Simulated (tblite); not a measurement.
Input of a run (GFN2-xTB geometry optimisation, gas phase (tblite 0.8.0)), started from a force field or distance geometry:
```
{"job": {"kind": "relax", "xc": "GFN2-xTB", "basis": "xTB"}, "charge": 0, "multiplicity": 1}
C      2.314200    -0.173000    -0.242600
C      0.975900    -0.076300    -0.116000
O      0.194500    -1.207700    -0.360000
Si    -1.418600    -0.767500    -0.115600
C     -1.009700     0.950600     0.363100
F     -1.416300     1.257600     1.614000
F     -1.584000     1.862900    -0.479000
O      0.419300     1.144900     0.296100
H      2.779000    -1.102200    -0.546500
H      2.940500     0.683400    -0.044500
H     -1.999000    -1.623900     0.976000
H     -2.194600    -0.949500    -1.371000
```

Output (eV, eV/Å):
```
step      E/eV     max force
  0    -756.85324    3.995
  1    -757.25723    1.628
  2    -757.33896    1.222
  3    -757.37147    0.596
  4    -757.38399    0.244
  5    -757.39327    0.229
  6    -757.39733    0.200
  7    -757.40036    0.118
  8    -757.40266    0.139
  9    -757.40434    0.094
 10    -757.40551    0.089
 11    -757.40663    0.080
 12    -757.40772    0.091
 13    -757.40842    0.064
 14    -757.40869    0.034
 15    -757.40879    0.022
 16    -757.40884    0.021
 17    -757.40887    0.011
 18    -757.40887    0.004
```

**Question.** Summarise the run.

**Answer.** The energy falls by 53.6 kJ/mol over 18 L-BFGS steps, the largest force on an atom goes from 4.00 to 0.004 eV/Å, and the atoms move by 0.066 Å rms after alignment. The bond that changes most is Si4–C5 (oxygen-bound silicon to CF2 carbon), which lengthens by 0.113 Å. Bonds longer at the end by more than 0.005 Å: 2 of 12; shorter: 9. Among the angles that change most is H11–Si4–H12, from 110.0° to 121.6°. The energy never rose by more than 1e-5 eV on the way. The first step brought 73 % of the lowering.

**Question.** What are the final bond lengths?

**Answer.** C1=C2 1.320 Å, C2–O3 1.358 Å, O3–Si4 1.638 Å, Si4–C5 1.943 Å, C5–F6 1.364 Å, C5–F7 1.364 Å, C5–O8 1.370 Å, C2–O8 1.371 Å, C1–H9 1.071 Å, C1–H10 1.071 Å, Si4–H11 1.451 Å, Si4–H12 1.451 Å. Numbering counts from 1 in the input's order; the species is `C=C1O[SiH2]C(F)(F)O1`.

Its GFN2-xTB frequencies are all real (lowest 64 cm⁻¹).

All values are computed, not measured.
